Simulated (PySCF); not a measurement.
Computed shifts of a molecule C5H7Cl, PySCF with PBE/pcSseg-1, GIAO, gas phase, equivalent atoms averaged, in ppm (number of nuclei): ¹³C: 88.9 (1), 76.1 (1), 60.1 (1), 35.9 (1), 22.2 (1). ¹H: 4.00 (1), 3.44 (1), 2.83 (1), 2.13 (1), 1.58 (3). References: ¹³C against TMS (σ = 182.0 ppm); ³⁵Cl against HCl (σ = 936.5 ppm); ¹H against TMS (σ = 31.49 ppm), references at their B3LYP-D3(BJ)/def2-TZVP geometries, non-relativistic (without spin–orbit terms, shifts of atoms bonded to Cl or Br come out too high). Coordinates come from a B3LYP-D3(BJ)/def2-SVP optimisation. One conformer was computed; it need not be the lowest.

Q: Identify the compound among the candidates.
(A) ClC[C@@H]1C=CC1
(B) C=C=C(Cl)CC
(C) C=C/C=C(/C)Cl
(D) C#C[C@@H](C)CCl

A: D, C#C[C@@H](C)CCl
